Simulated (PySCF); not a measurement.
Cartesian coordinates in Å; atom numbers follow the order of the lines, from 1:
```xyz
18

C    -3.1196   -0.0925    0.7340
C    -1.7082   -0.4790    0.3060
Si   -0.6860    1.0117   -0.2823
O     0.7595    0.4959   -0.7993
Si    2.2845   -0.0320   -0.9578
C     2.9868   -0.4836    0.7451
H    -3.0890    0.6319    1.5448
H    -3.6799   -0.9619    1.0753
H    -3.6612    0.3557   -0.0956
H    -1.7711   -1.2246   -0.4900
H    -1.2066   -0.9699    1.1435
H    -1.2891    1.6626   -1.4465
H    -0.4573    1.9556    0.8168
H     3.0268    1.0727   -1.5690
H     2.2032   -1.2039   -1.8320
H     2.4284   -1.2973    1.2014
H     4.0239   -0.7980    0.6735
H     2.9461    0.3629    1.4261
```

Geometry: GFN2-xTB; GIAO shifts from PySCF, gas phase, non-relativistic, averaged over equivalent atoms.

At HCTH407/pcSseg-0 (86 basis functions, 18 s wall time on 1 thread of an Arm Neoverse N1, shared host):
| atoms | δ (ppm) |
| --- | --- |
| C2 | 10.8 |
| C1 | 9.0 |
| C6 | -0.5 |
| Si5 | -50.9 |
| Si3 | -51.2 |
| O4 | -4.7 |
| H14/H15 | 5.68 |
| H12/H13 | 5.46 |
| H7/H8/H9 | 0.97 |
| H10/H11 | 0.83 |
| H16/H17/H18 | 0.15 |

Scale: 13C (σref 190.01), 29Si (σref 329.75), 1H (σref 33.29) vs TMS; H2O for 17O (σref 333.47) (reference shieldings calculated alike).

Q: Estimate the result of repeating the calculation with WP04/pcSseg-1.

A: 
```json
{"atoms": "C2", "δ at WP04/pcSseg-1": "13.2", "change": "+2.4"}
{"atoms": "C1", "δ at WP04/pcSseg-1": "9.6", "change": "+0.6"}
{"atoms": "C6", "δ at WP04/pcSseg-1": "0.0", "change": "+0.5"}
{"atoms": "Si5", "δ at WP04/pcSseg-1": "-37.4", "change": "+13.5"}
{"atoms": "Si3", "δ at WP04/pcSseg-1": "-36.3", "change": "+14.9"}
{"atoms": "O4", "δ at WP04/pcSseg-1": "12.6", "change": "+17.3"}
{"atoms": "H14/H15", "δ at WP04/pcSseg-1": "4.37", "change": "-1.31"}
{"atoms": "H12/H13", "δ at WP04/pcSseg-1": "4.25", "change": "-1.21"}
{"atoms": "H7/H8/H9", "δ at WP04/pcSseg-1": "0.92", "change": "-0.05"}
{"atoms": "H10/H11", "δ at WP04/pcSseg-1": "0.89", "change": "+0.06"}
{"atoms": "H16/H17/H18", "δ at WP04/pcSseg-1": "0.23", "change": "+0.08"}
```

Scale: TMS for 13C (σref 175.10), 29Si (σref 334.32), 1H (σref 32.00); 17O (σref 319.30) vs H2O (reference shieldings calculated alike).

The largest change is at O4 (oxygen bonded to 2 Si). Cost: 176 basis functions, 34 s wall time on 1 thread of an Arm Neoverse N1, shared host. The order of the carbon signals is the same at both levels.

Experimental scales use liquid or dissolved standards, which lie at an offset from isolated H2O (liquid H2O: subtract about 36 ppm).
